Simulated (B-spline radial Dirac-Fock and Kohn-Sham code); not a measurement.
**Auger decay of the 1s hole in Ga⁵⁺**

System: Ga⁵⁺ in the configuration [Ar] 3d8.

The computed values come from an atomic code on a B-spline grid: independent-particle radiative and Coulomb Auger rates from relativistic LDA hole-state orbitals, with Dirac-Fock energies. Kinetic energies are configuration averages from the vacuum level; the two-hole energies are estimated from single-hole states.

| transition | kinetic energy (eV) | width (meV) | share (%) |
| --- | --- | --- | --- |
| K-L1L1 | 7576.0 | 53.0 | 6.2 |
| K-L1L2 | 7743.3 | 63.0 | 7.4 |
| K-L1L3 | 7771.1 | 111 | 13.0 |
| K-L2L3 | 7918.1 | 272 | 32.1 |
| K-L3L3 | 7944.4 | 149 | 17.6 |
| K-L1M1 | 8768.8 | 15.1 | 1.8 |
| K-L1M3 | 8825.9 | 15.7 | 1.8 |
| K-L2M3 | 8986.5 | 33.2 | 3.9 |
| K-L3M2 | 9009.5 | 33.0 | 3.9 |
| K-L3M3 | 9014.5 | 36.9 | 4.3 |

For K holes below about Z = 40 intermediate coupling redistributes the KLL shares among these jj groups. The listed channels hold 92 % of the non-radiative rate. Summed by principal shells, of 0.849 eV in all: KLL 77.7 %, KLM 20.9 %, KMM 1.4 %.
